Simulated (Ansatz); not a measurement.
Program: Ansatz. Geometries: PBE0-D4/def2-TZVP. ΔE: electronic, gas phase. CCSD(T)/CBS is the MP2 limit (def2-TZVPP, def2-QZVPP) plus CCSD(T) − MP2 in def2-TZVPP, frozen cores. This one scheme is used for every species. Functionals use def2-TZVPP. B3LYP here is the variant with VWN-RPA as its local correlation; programs differ in this. HSE06 is defined as in plane-wave codes. One conformer a species, not always the lowest.

`FCC(F)(F)C(F)(F)C(F)F` + H–F → `FCC(F)(F)C(F)(F)F` + difluoromethane  (substitution at a C–C bond)

```
        level  ΔE (kcal/mol)
  LDA (SPW92)           -0.7
    revPBE-D4           -1.4
       B97M-V           -2.8
 CAM-B3LYP-D4           -2.4
       B2PLYP           -2.8
        B3LYP           -4.6
        HSE06           -3.3
HF/def2-QZVPP           -7.5
```

Question: What does CCSD(T)/CBS give? (An estimate is asked.)

Answer: Ansatz gave: +0.9 kcal/mol. The listed levels differ from it by -1.6, -2.3, -3.7, -3.3, -3.7, -5.5, -4.2, -8.4 kcal/mol.

Question: What do rigid-rotor, harmonic-oscillator terms from PBE0-D4/def2-TZVP frequencies (298.15 K, 1 bar) make of the CCSD(T)/CBS value? (Estimate.)

Answer: The calculation gave: ΔZPE = +1.6 kcal/mol, ΔH = +1.6 kcal/mol, ΔS = 25 J/(mol·K), ΔG = -0.2 kcal/mol. Modes under 50 cm⁻¹ make the entropy rough.

Largest T1 diagnostic among the species: 0.012.

Leaving LDA and LC-ωPBE aside and taking each functional with its dispersion term where it has one, the values, not all of them listed here, spread over 1.5 kcal/mol, from B2PLYP to ωB97M-V. LDA lies +2.8 kcal/mol from PBE without D4. In def2-TZVPP, CCSD(T) changes the Hartree–Fock value by +7.0 kcal/mol (the triples alone add +0.7 kcal/mol) and MP2 by +7.8 kcal/mol.
